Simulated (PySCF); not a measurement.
CH5GaN, charge +1. Atoms are numbered in the order given.

```xyz
8

Ga     0.0044    -0.0213     0.0159
C     -0.2267     1.5034    -1.0972
H     -1.0362     2.1250    -0.6845
H     -0.5006     1.1674    -2.1091
H      0.7113     2.0772    -1.1294
N      0.2127    -1.4246     1.0391
H      0.5673    -2.3197     0.7079
H     -0.0079    -1.4389     2.0330
```
Charge +1, spin multiplicity 1.

Coordinates come from a ωB97X-D3(BJ)/def2-SVP optimisation. The multiplicity is an assumed one; other spin states were not compared. The isomer is the one that the SMILES or the coordinates give; other isomers of the formula were not compared. The values are those of a single conformer.

Method: ωB97X-D3(BJ)/def2-SVP run with PySCF 2.14.0.

Frequencies are harmonic and unscaled.

A small imaginary wavenumber (i) marks a very flat motion, where grid noise or a shallow saddle decides the sign.

```
mode  ν (cm⁻¹)  IR (km/mol)  moving atoms (share of kinetic energy)
----  --------  -----------  --------------------------------------
1           4i          0.0                                 H 100 %
2          141          6.7         N 35 %, Ga 29 %, C 19 %, H 16 %
3          151          0.2         Ga 28 %, H 28 %, N 24 %, C 20 %
4          376        203.8                          H 87 %, N 13 %
5          604          0.5                  C 65 %, H 17 %, N 12 %
6          701          8.9                          H 86 %, N 11 %
7          797         20.6                          H 82 %, C 17 %
8          809         70.5                          H 79 %, C 14 %
9          845         47.7                 N 60 %, Ga 25 %, H 12 %
10        1263          1.4                          H 82 %, C 17 %
11        1415         10.6                                  H 96 %
12        1416          7.7                                  H 96 %
13        1511         37.9                          H 90 %, N 10 %
14        3079         13.7                                  H 98 %
15        3200         18.7                          H 90 %, C 10 %
16        3209         17.6                          H 90 %, C 10 %
17        3587        175.1                                  H 96 %
18        3687        151.0                           H 91 %, N 9 %
```
